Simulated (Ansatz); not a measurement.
Mulliken charges of `C[O][W](=[O])(=[O])[OH]` from ωB97M-V/def2-TZVPP in Ansatz (PBE0-D4/def2-TZVP geometry).

```json
{"atom": "C1", "x (Å)": "-0.218", "y (Å)": "-1.566", "z (Å)": "1.149", "charge (e)": "-0.161"}
{"atom": "O2", "x (Å)": "0.323", "y (Å)": "-0.437", "z (Å)": "0.507", "charge (e)": "-0.407"}
{"atom": "W3", "x (Å)": "-0.075", "y (Å)": "0.876", "z (Å)": "-0.740", "charge (e)": "1.234"}
{"atom": "O4", "x (Å)": "-0.477", "y (Å)": "0.161", "z (Å)": "-2.237", "charge (e)": "-0.423"}
{"atom": "O5", "x (Å)": "-1.450", "y (Å)": "1.757", "z (Å)": "-0.245", "charge (e)": "-0.423"}
{"atom": "O6", "x (Å)": "1.416", "y (Å)": "2.011", "z (Å)": "-0.921", "charge (e)": "-0.419"}
{"atom": "H7", "x (Å)": "-1.110", "y (Å)": "-1.288", "z (Å)": "1.717", "charge (e)": "0.133"}
{"atom": "H8", "x (Å)": "-0.477", "y (Å)": "-2.332", "z (Å)": "0.414", "charge (e)": "0.133"}
{"atom": "H9", "x (Å)": "0.534", "y (Å)": "-1.964", "z (Å)": "1.833", "charge (e)": "0.130"}
{"atom": "H10", "x (Å)": "1.534", "y (Å)": "2.781", "z (Å)": "-1.478", "charge (e)": "0.204"}
```

Problem. By hand: the dipole of these point charges (1 e Å = 4.8032 D).

Solution. Σ q r = (0.204, -0.312, 0.351) e Å, of length 0.512 e Å = 2.46 D.

Problem. How does the dipole of the full density compare? (Estimate.)

Solution. Computed: (0.433, -0.154, 0.337) e Å, 2.74 D; the point charges give 0.90 times that, at 29° from its direction.

Point charges leave out the atoms' own dipoles, such as those of lone pairs, and Mulliken's split depends on the basis, so the two needn't agree.
